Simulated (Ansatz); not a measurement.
`O=C[TeH]` + `C=C(F)[SeH]` → `F/C([SeH])=C\[TeH]` + `C=O`  (formal exchange of groups at a Te–C bond)

Calculated with Ansatz (gas phase, PBE0-D4/def2-TZVP geometries, no zero-point term in ΔE). CBS: MP2 limit from def2 TZ/QZ plus the TZ coupled-cluster correction, frozen cores. This one scheme is used for every species. Functionals use def2-TZVPP. HSE06 is defined as in plane-wave codes. def2 core potentials past Kr. For Se, Te outer-core shells are correlated without core-valence functions, which leaves a few kJ/mol of doubt a bond. Scalar relativity is left out up to krypton. Each species was taken in one conformer, which may not be the lowest.

Question: Is it downhill or uphill in electronic energy at CCSD(T)/CBS, and by how much? (An estimate is asked.)

Answer: Ansatz gave: Uphill: ΔE = +26.5 kJ/mol.

Question: What do these levels give: PBE-D4, B2PLYP, r2SCAN, HSE06, CCSD(T)/def2-TZVPP, SCS-MP2/def2-QZVPP? (Best estimate.)

Answer: Computed: PBE-D4 46.3, B2PLYP 35.7, r2SCAN 48.5, HSE06 40.3, CCSD(T)/def2-TZVPP 26.1, SCS-MP2/def2-QZVPP 22.2 kJ/mol.

Largest T1 diagnostic among the species: 0.016.

From r2SCAN to r2SCAN0 (25 % exact exchange), in def2-TZVPP and without D4, ΔE moves by −8.4 kJ/mol. The D4 term adds −5.7 kJ/mol with B3LYP and −3.3 kJ/mol with PBE0; it sums over pairs of atoms, weighted by their polarisabilities, and B3LYP, whose exchange is more repulsive, gets the larger term. Leaving LDA and LC-ωPBE aside and taking each functional with its dispersion term where it has one, the values, not all of them listed here, spread over 18.7 kJ/mol, from BHLYP-D4 to r2SCAN-D4.

B3LYP here is the variant with VWN-RPA as its local correlation; programs differ in this.
